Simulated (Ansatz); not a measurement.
`[SiH3][CH2][SnH2][Cl]` + `[OH][GeH3]` → `[OH][SnH2][CH2][SiH3]` + `[Cl][GeH3]`  (redistribution)

Gas-phase electronic energies from Ansatz, PBE0-D4/def2-TZVP geometries. CCSD(T)/CBS is the MP2 limit (def2-TZVPP, def2-QZVPP) plus CCSD(T) − MP2 in def2-TZVPP, frozen cores. Functionals use def2-TZVPP. Elements past krypton have def2 core potentials. For Ge, Sn outer-core shells are correlated without core-valence functions, which leaves a few kJ/mol of doubt a bond. Scalar relativity is left out up to krypton. Each species was taken in one conformer, which may not be the lowest.

| level | ΔE (kJ/mol) |
| --- | --- |
| PBE0 | 25.3 |
| CCSD/def2-TZVPP | 27.0 |

(1) What does CCSD(T)/CBS give? (Estimate.)

Largest T1 diagnostic among the species: 0.013.

Results:

(1) The calculation gave: +26.0 kJ/mol. The listed levels differ from it by -0.7, 1.0 kJ/mol.

In def2-TZVPP, CCSD(T) changes the Hartree–Fock value by −7.8 kJ/mol (the triples alone add −1.2 kJ/mol) and MP2 by −6.5 kJ/mol. From PBE to PBE0 (25 % exact exchange), in def2-TZVPP and without D4, ΔE moves by +3.3 kJ/mol.
